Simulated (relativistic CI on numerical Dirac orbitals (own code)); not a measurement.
**Slater and spin-orbit integrals, Re⁵⁺**

Calculated at this level of theory: Dirac-Coulomb-Breit CI, KLI orbitals optimised for each configuration, model QED, valence Slater integrals scaled by 0.85, P86 correlation energy added to each configuration (own radial code, finite nucleus).

Slater integrals F^k, G^k are unscaled and averaged over j, outside the closed core [Kr] 4d10 4f14 5s2; ζ comes from projecting the Hamiltonian with its Breit term on Σ l·s of the shell.

- 5p⁶5d²: F^2(5d,5d) = 68808, F^4(5d,5d) = 46183, ζ(5d) = 3715.8 cm⁻¹; <r>(5d) = 1.534, <r^2>(5d) = 2.676 (bohr units).
- 5p⁶5d6s: ζ(5d) = 3939.3, G^2(5d,6s) = 24025 cm⁻¹; <r>(5d) = 1.524, <r^2>(5d) = 2.645, <r>(6s) = 2.274, <r^2>(6s) = 5.741 (bohr units).
- 5p⁶5d5f: ζ(5d) = 4024.6, F^2(5d,5f) = 34445, F^4(5d,5f) = 19999, G^1(5d,5f) = 33205, G^3(5d,5f) = 20337, G^5(5d,5f) = 14396, ζ(5f) = 31.132 cm⁻¹; <r>(5d) = 1.512, <r^2>(5d) = 2.603, <r>(5f) = 2.768, <r^2>(5f) = 8.69 (bohr units).

Give the Racah parameters of the d shell in 5p⁶5d².

B = F²/49 − 5F⁴/441 = 881 cm⁻¹ and C = 35F⁴/441 = 3665 cm⁻¹.

In this model ζ of a weakly bound d, f or g electron outside closed shells comes out too small, for d by up to a factor of two or three and at times with the wrong sign; that of an outer p electron is too small as well.

Averages of the first 10 configurations, taken without configuration mixing, which lowers the lowest level and can move excited configurations by several eV; other configurations of the list can lie among them:

```csv
Configuration,Parity,States,Average energy above the lowest level (eV)
5p⁶5d²,even,45,2.1
5p⁶5d6s,even,20,13.1
5p⁶5d5f,odd,140,36.9
5p⁶5d6p,odd,60,23.3
5p⁶6s²,even,1,26.0
5p⁶5d5g,even,180,49.4
5p⁵5d³,odd,720,50.7
5p⁶5f²,even,91,74.4
5p⁶6s6p,odd,12,35.4
5p⁶5d6d,even,100,36.3
```
